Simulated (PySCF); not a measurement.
Compound: C4H5O3S (charge -1).
SMILES: `O=S(=O)([O-])[C@@H]1C=CC1`

The closed-shell SCF was solved with PySCF and density fitting under several settings on one GFN2-xTB geometry (grid level 2 and gas phase unless stated).

```json
{"settings": "PBE0/pcSseg-1", "basis functions": "168", "SCF cycles": "15", "E (Eh)": "-778.6358", "HOMO (eV)": "-1.96", "LUMO (eV)": "3.96"}
{"settings": "HF/def2-SVP", "basis functions": "141", "SCF cycles": "11", "E (Eh)": "-775.9723", "HOMO (eV)": "-5.52", "LUMO (eV)": "7.98"}
{"settings": "BLYP/ANO-RCC-VDZP", "basis functions": "141", "SCF cycles": "17", "E (Eh)": "-779.0292", "HOMO (eV)": "-0.28", "LUMO (eV)": "3.21"}
{"settings": "BP86/aug-pcSseg-1", "basis functions": "260", "SCF cycles": "17", "E (Eh)": "-779.2815", "HOMO (eV)": "-0.85", "LUMO (eV)": "2.24"}
{"settings": "wB97X-D/pcSseg-1, start guess sap", "basis functions": "168", "SCF cycles": "18", "E (Eh)": "-779.0608", "HOMO (eV)": "-3.90", "LUMO (eV)": "5.74"}
```

Estimate the rows for these settings: (1) BP86/def2-SVPD, fitting basis def2-universal-jkfit; (2) CAM-B3LYP/MINI, fitting basis def2-qzvpp-jkfit.

| settings | basis functions | SCF cycles | E (Eh) | HOMO (eV) | LUMO (eV) |
| --- | --- | --- | --- | --- | --- |
| BP86/def2-SVPD, fitting basis def2-universal-jkfit | 216 | 14 | -778.9250 | -0.89 | 2.67 |
| CAM-B3LYP/MINI, fitting basis def2-qzvpp-jkfit | 49 | 11 | -773.8506 | -2.12 | 4.27 |

Over all rows, what range does the HOMO–LUMO gap span?

From 3.09 eV (BP86/aug-pcSseg-1) to 13.50 eV (HF/def2-SVP). The functional of the narrowest has no exact exchange, that of the widest 100 % exact exchange.

Compare two rows with the functional BP86: BP86/aug-pcSseg-1 and BP86/def2-SVPD, fitting basis def2-universal-jkfit. Which energy is lower, and by how much?

BP86/aug-pcSseg-1 (260 functions) lies 0.3565 Eh or 224 kcal/mol below BP86/def2-SVPD, fitting basis def2-universal-jkfit (216 functions).

wB97X-D ran without the empirical dispersion term, which would shift the total energy alone. Cycle counts include a coarse-grid stage where the run had one. ANO-RCC sets were contracted for a scalar-relativistic Hamiltonian, but ran non-relativistically here. At HF/def2-SVP the closed-shell solution lies near or past a triplet instability.

Shape of the structure used: `[O:1]=[S:2](=[O:3])([O-:4])[C@@H:5]1[CH:6]=[CH:7][CH2:8]1`: O1–S2–C5–C6 166°.

One conformer stands for the species.
